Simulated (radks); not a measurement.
Values are calculated unless marked as measured or tabulated.
Spin polarisation of the 5d5 shell in the rhenium ion Re2+. Start: [Xe] 4f14 5d(up 2.5, down 2.5); electrons of 5d are moved from spin down to spin up, other shells keep equal spins. Code: a radial shooting solver on a logarithmic mesh with Libxc functionals. Model: scalar-relativistic Kohn-Sham, SCAN, spin-polarised, spherical densities, finite nucleus; meta-GGA in the generalised Kohn-Sham scheme; Fermi nuclear charge, rms radius of each element as measured or else 0.836 A^(1/3) + 0.57 fm.

moment (Bohr magnetons)	E - E(0) (eV)	e(5d up) (eV)	e(5d down) (eV)	4f down minus up (eV)	5p down minus up (eV)
0	0.000	-21.400	-21.400	0.000	0.000
1	-0.204	-21.786	-20.967	0.121	0.804
2	-0.819	-22.128	-20.477	0.243	1.594
3	-1.858	-22.431	-19.911	0.369	2.358
4	-3.348	-22.695	-19.222	0.503	3.079

At moment 4 the spin-polarisation energy is -3.348 eV and the 5d exchange splitting 3.473 eV, that is 0.868 eV per Bohr magneton; E = -I m^2/4 would give I = 0.837 eV.
